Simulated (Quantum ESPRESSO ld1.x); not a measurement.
Species: Ne2+. Configuration: [He] 2s2 2p4.

Method: Dirac Kohn-Sham, LDA (Slater exchange, Perdew-Zunger correlation), spin-unpolarised, spherical densities, point nucleus; open shells fill j = l - 1/2 first; computed with ld1.x of Quantum ESPRESSO 7.5.

Energy parts (hartree):
total: -125.948
kinetic: 125.833
electron-nucleus: -292.435
Hartree: 51.099
exchange-correlation: -10.445

Orbitals (lengths in bohr, moments of r in powers of bohr; r(max) is where P^2 peaks):
orbital	occ.	eigenvalue (hartree)	r(max)	<1/r>	<r>	small-component weight
1s1/2	2	-32.2035	0.103	9.587	0.1586	1.22e-03
2s1/2	2	-2.85473	0.661	1.754	0.8331	1.61e-04
2p1/2	2	-2.02165	0.577	1.642	0.8103	1.45e-04
2p3/2	2	-2.01665	0.581	1.638	0.8120	1.45e-04
3s1/2	0	-0.59387	2.40	0.5047	2.741	2.86e-05
3p1/2	0	-0.44005	2.70	0.4354	3.149	2.29e-05
3p3/2	0	-0.43954	2.70	0.4348	3.152	2.29e-05

The highest occupied level is 2p3/2 at -54.876 eV. Summed over all electrons, <r^2> = 5.062 bohr^2, which gives a Langevin (diamagnetic) susceptibility term of -4.01 x 10^-6 cm^3/mol. For comparison, the ionisation energy in NIST's Atomic Spectra Database is 63.423 eV (measured). In exact Kohn-Sham theory the highest level is minus the ionisation energy, but local and semilocal functionals leave it too shallow, through self-interaction and a potential that decays too fast; potentials with the right tail come closer. The density falls to 0.001 e/bohr^3 at r = 2.38 bohr.

Beside tabulated values, note that spin-unpolarised runs miss the spin-polarisation part of the exchange energy of open shells.
